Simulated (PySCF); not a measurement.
Bonds (- single, = double, # triple, : aromatic): O1=C2 1.184 Å, C2-F3 1.366 Å, C2-C4 1.466 Å, C4:C5 1.396 Å, C5:C6 1.382 Å, C6:C7 1.386 Å, C7:C8 1.386 Å, C8-F9 1.344 Å, C8:C10 1.381 Å, C10:C4 1.394 Å. C5 carries H11; C6 carries H12; C7 carries H13; C10 carries H14.

- NMR shieldings at PBE0/pcSseg-1/GIAO
- geometry: GFN2-xTB
- run in PySCF 2.14
- single conformer, isolated molecule, non-relativistic

List the cross peaks expected in HSQC, COSY and HMBC spectra.

Answers



HSQC (one-bond C–H):
```
        δH           δC
8.37 (H11)   135.4 (C5)
8.12 (H14)  125.6 (C10)
7.86 (H12)   136.2 (C6)
7.69 (H13)   129.1 (C7)
```

COSY cross peaks (H two or three bonds apart, from the bond graph; peaks can be absent where the dihedral angle is near 90°):
```
        δH          δH
8.37 (H11)  7.86 (H12)
7.86 (H12)  7.69 (H13)
```

HMBC (two and three bonds, from the bond graph):
```
        δH                                                           δC
8.37 (H11)  164.9 (C2), 136.2 (C6), 132.1 (C4), 129.1 (C7), 125.6 (C10)
8.12 (H14)   172.7 (C8), 164.9 (C2), 135.4 (C5), 132.1 (C4), 129.1 (C7)
7.86 (H12)               172.7 (C8), 135.4 (C5), 132.1 (C4), 129.1 (C7)
7.69 (H13)              172.7 (C8), 136.2 (C6), 135.4 (C5), 125.6 (C10)
```

Shifts are taken against calculated references (same method and geometry level): ¹H (σ = 31.72 ppm), ¹³C (σ = 186.93 ppm) vs TMS.

Shifts are as computed. Against solution values, carbons near 30 ppm lie about +3 ppm off and those near 130 ppm about +5 ppm. Of 1211 compounds with measured shifts, 218 miss one by over three times the rms of a fit or turn the order of signals round; such compounds aren't used in these exercises.
